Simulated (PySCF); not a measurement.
C₄H₁₀Si₂, SMILES C=C1CC[Si@H]1[SiH3].

The structure is a stationary point at B3LYP-D3(BJ)/def2-SVP. A frequency run showed that this geometry is not a minimum. The structure was generated by enumeration; whether it is a known compound was not checked.

Two levels are set side by side: PBE/def2-TZVP (PySCF) and r2SCAN/def2-TZVP (PySCF). Same geometry, gas phase. Differences are taken from unrounded values.

```tsv
quantity	PBE
orbital gap (eV)	4.55
highest occupied level (eV)	-6.14
lowest empty level (eV)	-1.60
dipole moment (D)	0.83
mean polarisability (bohr³)	109.3
```

Question: These are the PBE values. What does r2SCAN give? (An estimate is asked for; the answer gives what the named calculation found.)

Answer: 
| quantity | r2SCAN | PBE minus r2SCAN |
|---|---|---|
| orbital gap (eV) | 4.93 | -0.38 |
| highest occupied level (eV) | -6.33 | 0.19 |
| lowest empty level (eV) | -1.40 | -0.19 |
| dipole moment (D) | 0.80 | 0.03 |
| mean polarisability (bohr³) | 106.7 | 2.6 |

Rough cost on one machine, each run with all the roots and properties that it gave: r2SCAN against PBE about 4 times.
